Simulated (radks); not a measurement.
Ionisation of the copper ion Cu+, [Ar] 3d10, to [Ar] 3d9 as the strength of local exchange is varied. Calculated with a radial shooting solver on a logarithmic mesh with Libxc functionals: scalar-relativistic Kohn-Sham, Slater X-alpha exchange (alpha = 2/3 is LDA exchange), no correlation, spin-polarised, spherical densities, finite nucleus; Fermi nuclear charge, rms radius 3.8823 fm.

alpha  E(Cu+) (hartree)  exchange (hartree)  IE (eV)  -e of the level emptied (eV)  <r> of it (bohr)
0.559       -1639.41984           -51.76262   18.018                   11.080 (3d)             1.057
0.645       -1647.41124           -60.05416   19.507                   12.302 (3d)             1.030
0.667       -1649.46258           -62.18925   19.903                   12.630 (3d)             1.023
0.72        -1654.41620           -67.35624   20.881                   13.446 (3d)             1.007
0.741       -1656.38355           -69.41265   21.279                   13.780 (3d)             1.001
0.861       -1667.67547           -81.26248   23.655                   15.800 (3d)            0.9680
0.89        -1670.41708           -84.15136   24.257                   16.318 (3d)            0.9604

NIST Atomic Spectra Database: 20.292 eV (measured). The Delta-SCF value meets it near alpha = 0.69. Open shells are spherical and high-spin; term and fine-structure splittings are not resolved.
